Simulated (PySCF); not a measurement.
Compound: MoN(OH)3 (singlet state).
Geometry (PBE0-D3(BJ)/def2-SVP, Å), atoms numbered from 1 in this order:
```
atom  x, y, z in Å
Mo1    0.0146   -0.0132   -0.0580
N2     0.1086    0.0878    1.5613
O3     1.7552    0.2619   -0.7018
H4     2.5010    0.4282   -0.1146
O5    -1.1725    1.3352   -0.6001
H6    -1.6050    1.9238    0.0285
O7    -0.6278   -1.7334   -0.4432
H8    -0.8358   -2.3759    0.2442
```

Level of theory: PySCF, PBE0-D3(BJ)/def2-SVP geometry optimisation, gas phase, def2 core potentials past Kr.

Take the most abundant isotopes and a rigid rotor. The values belong to one conformer.

Problem. Give the principal moments of inertia and the rotational constants in MHz.

Solution. Ia = 137.67, Ib = 137.77, Ic = 174.95 u·Å²; 505379 MHz·u·Å²/I gives A = 3671, B = 3668, C = 2889 MHz.

Problem. What kind of rotor is it?

Solution. An oblate symmetric top, as the point group C3v requires two equal moments; the computed ones differ by 0.07 % because the geometry is symmetric only within the optimiser's tolerance; Ray's κ = 0.993.

Problem. Is it planar, by Δ = Ic − Ia − Ib?

Solution. Not planar: Δ = Ic − Ia − Ib = -100.50 u·Å². For a rigid frame Δ = −2 Σ m c², so Σ m c² = 50.25 u·Å² lies off the ab plane: 0.05 from hydrogen and 50.20 from heavier atoms. The atom farthest from that plane is 1.64 Å away.

Problem. Give the other two planar moments, Paa and Pbb, and the rms extents of the mass along the axes.

Solution. Paa = Σ m a² = (Ib + Ic − Ia)/2 = 87.53 and Pbb = Σ m b² = (Ia + Ic − Ib)/2 = 87.42 u·Å². With the mass M = 162.92 u, the rms extents √(P/M) along a, b and c are 0.73, 0.73, 0.56 Å.

Problem. Where do the R-branch lines fall?

Solution. The dipole of 0.86 D lies along the symmetry axis, so ΔK = 0 and J+1 ← J falls at 2B(J+1) for every K: 7.34 GHz, 14.68 GHz, 22.02 GHz, 29.36 GHz, 36.70 GHz for J = 0 to 4.

Stationary, but not proved a minimum. Constants of a rigid frame at the computed geometry: no zero-point averaging, no centrifugal distortion.
